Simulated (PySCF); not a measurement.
## Solvent effects on NMR parameters

Geometry:
```csv
atom,x (Å),y (Å),z (Å)
C1,0.143,-1.706,0.918
Si2,-0.482,-0.224,-0.059
C3,-1.921,0.573,0.854
C4,-1.020,-0.780,-1.772
C5,0.893,1.066,-0.236
Si6,2.574,0.770,0.535
P7,0.696,2.514,-1.062
H8,1.012,-2.178,0.434
H9,-0.649,-2.468,0.998
H10,0.436,-1.423,1.942
H11,-2.755,-0.139,0.968
H12,-1.613,0.903,1.858
H13,-2.297,1.453,0.310
H14,-0.181,-1.234,-2.322
H15,-1.825,-1.529,-1.699
H16,-1.398,0.066,-2.366
H17,3.182,-0.487,-0.006
H18,2.442,0.600,2.017
H19,3.492,1.916,0.255
H20,-0.679,2.372,-1.492
```

GIAO PBE0/pcSseg-1 in PySCF 2.14.0 with density-fitted response routines on one PBE0-D3(BJ)/def2-SVP conformer, non-relativistic, equivalent nuclei averaged. Solvents enter as an IEF-PCM continuum (chloroform with ε = 4.7, water with ε = 78.4) around the gas-phase geometry. Shifts are referred to TMS computed in the same medium.

Gas phase, δ in ppm: C5 239.7, C1/C3/C4 0.5, Si2 -4.5, Si6 -63.4, H20 8.65, H17/H18/H19 4.56, H8/H9/H10/H11/H12/H13/H14/H15/H16 0.24. Dipole moment 1.59 D.

(1) How does each δ change in the continuum?

(2) Which nuclei move most (in ppm), and what does the model miss?

Results:

(1) 
```tsv
atoms	environment	Δδ, chloroform	Δδ, water
C5	carbon bonded to P, 2 Si	+2.0	+2.9
C1/C3/C4	carbon bonded to Si, 3 H	+0.2	+0.2
Si2	silicon bonded to 4 C	+0.7	+1.0
Si6	silicon bonded to C, 3 H	+0.4	+0.6
H20	hydrogen on a phosphorus bonded to C	+0.05	+0.10
H17/H18/H19	hydrogen on a silicon bonded to C	-0.04	-0.06
H8/H9/H10/H11/H12/H13/H14/H15/H16	hydrogen on a carbon bonded to Si	+0.02	+0.03
```

Changes are relative to the gas phase. The dipole moment becomes 1.97 D in chloroform, 2.18 D in water.

(2) C5 (carbon bonded to P, 2 Si, +2.9 ppm) in water. A continuum only polarises the solute; specific hydrogen bonds, the anisotropy of aromatic solvents and changes of geometry or conformer are outside it.
